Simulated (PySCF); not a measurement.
## Dipole response of Rh²⁺ (rhodium, charge +2)

[Kr] 4d6 5s1, high-spin 6D determinant (an excited configuration). Computed with PySCF 2.14 in aug-cc-pwCVTZ-DK (11s10p8d4f3g, 136 functions), with scalar relativity by spin-free X2C-1e. Coupled (time-dependent) response in atomic units; α is the mean over directions.

```tsv
method	mean α (bohr³)	α xx, yy, zz	C₆ (like pair)	S(−4)
UHF	23.96	23.23, 23.23, 25.41	133.2	422.0
```

S(−4) is the Cauchy moment in α(ω) = α(0) + S(−4) ω² + …

Spin-orbit coupling is absent.

α(iu) at UHF:

```tsv
u (hartree)	α(iu) (bohr³)
0	23.96
0.0500	22.96
0.100	20.50
0.200	14.96
0.300	11.06
0.500	7.105
0.750	4.944
1.00	3.787
1.50	2.508
2.00	1.796
3.00	1.044
5.00	0.4742
```

A single London oscillator, α(iu) = α/(1 + u²/ω²), gives C₆ = (3/4) ω α². Matching the computed C₆ needs ω = 4 × 133.2 / (3 × 23.96²) = 0.309 hartree.

For an ion, C₆ is the dispersion term alone; charge-induced terms of lower order in 1/R come first.

The components differ because the open shell of this determinant is not spherical; for a pure term their mean is the scalar polarisability.
